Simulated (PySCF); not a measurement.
## Ni²³⁺ (nickel, charge +23) across methods

[He] 2s2 2p1, 2P determinant. Calculation: PySCF 2.14, in an even-tempered Gaussian basis (17 s from 5.1 bohr⁻², ratio 2.2; 11 p from 6.6 bohr⁻², ratio 2.2; 6 d from 28 bohr⁻², ratio 2.4; 5 f from 42 bohr⁻², ratio 2.4; 4 g from 63 bohr⁻², ratio 2.4); the non-relativistic Hamiltonian (point nucleus).

```json
{"method": "UHF", "E (hartree)": "-1014.36215", "mean ε 2s α (eV)": "-2168.9", "mean ε 2s β (eV)": "-2147.2", "mean ε 2p α (eV)": "-2110.8", "Σ⟨r²⟩ (bohr²)": "0.1765", "⟨S²⟩": "0.750"}
{"method": "TPSS", "E (hartree)": "-1014.676", "mean ε 2s α (eV)": "-2123.1", "mean ε 2s β (eV)": "-2111.3", "mean ε 2p α (eV)": "-2058.9", "Σ⟨r²⟩ (bohr²)": "0.1764", "⟨S²⟩": "0.750"}
{"method": "M06", "E (hartree)": "-1014.389", "mean ε 2s α (eV)": "-2132.7", "mean ε 2s β (eV)": "-2120.3", "mean ε 2p α (eV)": "-2068.5", "Σ⟨r²⟩ (bohr²)": "0.1764", "⟨S²⟩": "0.750"}
{"method": "PBE0", "E (hartree)": "-1014.355", "mean ε 2s α (eV)": "-2133.0", "mean ε 2s β (eV)": "-2119.4", "mean ε 2p α (eV)": "-2069.6", "Σ⟨r²⟩ (bohr²)": "0.1765", "⟨S²⟩": "0.750"}
{"method": "PBE", "E (hartree)": "-1014.307", "mean ε 2s α (eV)": "-2120.7", "mean ε 2s β (eV)": "-2109.5", "mean ε 2p α (eV)": "-2055.7", "Σ⟨r²⟩ (bohr²)": "0.1765", "⟨S²⟩": "0.750"}
{"method": "LDA", "E (hartree)": "-1011.961", "mean ε 2s α (eV)": "-2117.9", "mean ε 2s β (eV)": "-2106.2", "mean ε 2p α (eV)": "-2051.7", "Σ⟨r²⟩ (bohr²)": "0.1768", "⟨S²⟩": "0.750"}
```

Problem. Estimate the same row for r2SCAN.

Solution. E (hartree) = -1014.433; mean ε 2s α (eV) = -2124.9; mean ε 2s β (eV) = -2111.8; mean ε 2p α (eV) = -2061.8; Σ⟨r²⟩ (bohr²) = 0.1765; ⟨S²⟩ = 0.750.
